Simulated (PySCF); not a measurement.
**From computed data to an observable: oscillator strength and radiative lifetime**

B(H)2(NCO) (CH2BNO), SMILES BN=C=O.

The structure is a stationary point at B3LYP-D3(BJ)/def2-SVP.

TDA-CAM-B3LYP/def2-SVPD (PySCF 2.14.0) puts the first singlet state with f over 0.02 at 6.89 eV (vertical), with the transition dipole (0.000, 0.000, 0.793) in atomic units.

Problem. Find the oscillator strength, the wavelength and the radiative lifetime that this transition would have in vacuum if emission retraced absorption.

Solution. 
|μ|² = 0.6288 au, so |μ| = 2.02 D. ΔE = 6.89/27.211 = 0.2532 hartree. f = (2/3) ΔE |μ|² = 0.106 (the program prints 0.106).
λ = 1239.84/6.89 = 180 nm; ν = 55572 cm⁻¹.
Einstein's coefficient A = 0.6670 ν² f s⁻¹ (ν in cm⁻¹) = 2.2e8 s⁻¹, so τ = 1/A = 4.6 ns. This state is S2; the lower singlet has f = 0.000. The figure is the radiative limit of this one transition; relaxation, internal conversion, crossing to triplets and a medium change what is measured.
